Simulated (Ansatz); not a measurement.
Calculated with Ansatz (gas phase, PBE0-D4/def2-TZVP geometries, no zero-point term in ΔE). CBS: MP2 limit from def2 TZ/QZ plus the TZ coupled-cluster correction, frozen cores. This one scheme is used for every species. Functionals use def2-TZVPP. Each species was taken in one conformer, which may not be the lowest.

`OB([SiH3])N[SiH3]` + HCl → `[SiH3]Cl` + `OBN[SiH3]`  (cleavage of the Si–B bond)

```tsv
level	ΔE (kcal/mol)
PBE-D4	-23.7
r2SCAN-D4	-26.9
PBE	-24.7
HF/def2-TZVPP	-33.3
MP2/def2-TZVPP	-28.8
CCSD(T)/def2-TZVPP	-26.4
MP2/def2-QZVPP	-29.5
HF/CBS(def2)	-33.6
```

**Question.** What does CCSD(T)/CBS give? (Best estimate.)

**Answer.** Ansatz gave: -27.5 kcal/mol. The listed levels differ from it by 3.8, 0.6, 2.8, -5.8, -1.3, 1.1, -2.0, -6.1 kcal/mol.

Largest T1 diagnostic among the species: 0.013.

From PBE to PBE0 (25 % exact exchange), in def2-TZVPP and without D4, ΔE moves by −1.7 kcal/mol. In def2-TZVPP, CCSD(T) changes the Hartree–Fock value by +6.9 kcal/mol (the triples alone add +0.8 kcal/mol) and MP2 by +4.5 kcal/mol.
